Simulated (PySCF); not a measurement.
**Successive Os–H bond energies**

Method: PySCF, PBE0, basis Os def2-TZVP with ECP60, H def2-TZVP (scalar-relativistic core potentials, no spin–orbit coupling, density fitting).

Each entry is the lowest minimum that a search over a few typed start shapes (and spin states, where more than one is plausible) found, or that minimum re-optimised at the stated level; isomers with ligand–ligand bonds, or fragments after loss of a ligand pair, can lie lower.

Total energies (Eh), which compare only within these settings: H atom -0.50106.

| species | 2S+1 | group | E (Eh) | ZPE (kJ/mol) |
| --- | --- | --- | --- | --- |
| OsH₂ | 3 | C2v | -91.76043 | 30.3 |
| OsH₃ | 2 | C3v | -92.37777 | 53.9 |
| OsH₄ | 1 | Td | -92.99608 | 80.1 |

Q: What are De and D0 for OsH₃ → OsH₂ + H?

A: De = [(-91.76043) + (-0.50106) − (-92.37777)] × 2625.5 = 305 kJ/mol. The zero-point energy changes by -23.6 kJ/mol, so D0 = 282 kJ/mol.

Q: What are De and D0 for OsH₄ → OsH₃ + H?

A: De = [(-92.37777) + (-0.50106) − (-92.99608)] × 2625.5 = 308 kJ/mol. The zero-point energy changes by -26.2 kJ/mol, so D0 = 282 kJ/mol.

Atoms and open shells are unrestricted, without spin–orbit or basis-set superposition corrections.

One determinant describes each species, so states of open d or f shells may be missed.

Spin–orbit coupling can matter for elements this heavy.
